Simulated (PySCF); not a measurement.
A calculated (PBE0, PySCF 2.14, cc-pVDZ, no relativity, point nucleus) atom or ion has these occupied shells.

| shell | electrons | orbital energy (eV) | rms radius, mean of both spins (bohr) |
| --- | --- | --- | --- |
| 1s α | 1 | -6424.8 | 0.0712 |
| 1s β | 1 | -6424.7 | 0.0712 |
| 2s α | 1 | -756.73 | 0.306 |
| 2s β | 1 | -754.20 | 0.306 |
| 2p α | 3 | -648.83 | 0.275 |
| 2p β | 3 | -646.71 | 0.275 |
| 3s α | 1 | -100.05 | 0.925 |
| 3s β | 1 | -93.332 | 0.925 |
| 3p α | 3 | -68.767 | 0.990 |
| 3p β | 3 | -61.570 | 0.990 |
| 3d α | 5 | -18.937 | 1.30 |
| 4s α | 1 | -13.095 | 3.00 |

Problem. Name the element and its charge.

Solution. Mn⁺ (manganese, charge +1), in [Ar] 3d5 4s1, high-spin 7S determinant.
